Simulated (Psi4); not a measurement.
C2H7AlO, singlet, at a GFN2-xTB geometry (such geometries of metal compounds can be far from the true shape).

Psi4 was given this input:
```
memory 2 GB

molecule {
0 1
Al    0.04367935   -0.01071840    0.02948782
C    -1.44752066   -1.34195573    0.04740224
H    -1.11874466   -2.31455965   -0.32848525
H    -2.30192831   -1.03442102   -0.55700306
H    -1.81385232   -1.51596260    1.06270237
C     0.01448756    1.69360541   -1.01483942
H     0.85812912    1.75048597   -1.70790879
H     0.09954629    2.56465910   -0.35957311
H    -0.89618418    1.81920068   -1.60203496
O     1.38167833   -0.33904782    0.93276771
H     2.14997442   -0.52757875    1.45144254
}

set {
  basis def2-svp
  freeze_core true
}

energy('mp2')
print_variables()
```

Question: What is the computed nuclear repulsion energy (MP2/def2-SVP (Psi4))?

Answer: 153.7401 Eh

Question: Give the MP2 correlation energy at the level MP2/def2-SVP.

Answer: -0.5426 Eh

Question: What total energy does MP2/def2-SVP give?

Answer: -397.0073 Eh

Question: Estimate the number of basis functions that MP2/def2-SVP returns for this input.

Answer: 95
